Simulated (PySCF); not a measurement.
PySCF 2.14 calculation with NMR shieldings at PBE0/pcSseg-1/GIAO and geometry from GFN2-xTB; no relativistic terms, one computed conformer, no solvent, equivalent nuclei averaged.

Referencing at the same level of theory: ¹H (31.72 ppm) and ¹³C (186.93 ppm) against TMS. Shifts are as computed. Against solution values, carbons near 30 ppm lie about +3 ppm off and those near 130 ppm about +5 ppm. Of 1211 compounds with measured shifts, 218 miss one by over three times the rms of a fit or turn the order of signals round; such compounds aren't used in these exercises. OH and NH positions are gas-phase values without hydrogen bonding to other molecules.

Problem. Order these molecules by the shift of their most deshielded carbon-bound hydrogen, lowest δ first.
A. CN(C)/C=P/CCC#N
B. C=C(CC)O[SiH2]O
C. CC(=O)/C(F)=C/C(F)F

Solution. B (4.44 ppm, hydrogen on a β carbon of an enol-ether or enamine type C=C), C (6.96 ppm, hydrogen on an allylic sp3 CH bonded to 2 F), A (8.80 ppm, hydrogen on a carbon double-bonded to a heavier main-group atom).

Problem. Order these molecules by the shift of their most deshielded carbon, lowest δ first.
A. C=Nc1ncc[nH]1
B. CC(=O)/C(F)=C/C(F)F
C. C=C(CC)O[SiH2]O

Solution. A (155.8 ppm, C=N carbon), C (169.6 ppm, alkene carbon bearing oxygen), B (197.1 ppm, ketone carbonyl carbon).

Problem. How many ¹³C and ¹H signals does each give (equivalence by symmetry and fast rotation, but not about amide C–N or C=N bonds)? `C=Nc1ncc[nH]1`, `C=C(CC)O[SiH2]O`, `CN(C)/C=P/CCC#N`, `CC(=O)/C(F)=C/C(F)F`

Solution. C=Nc1ncc[nH]1: 4 C, 5 H; C=C(CC)O[SiH2]O: 4 C, 6 H; CN(C)/C=P/CCC#N: 5 C, 4 H; CC(=O)/C(F)=C/C(F)F: 5 C, 3 H.
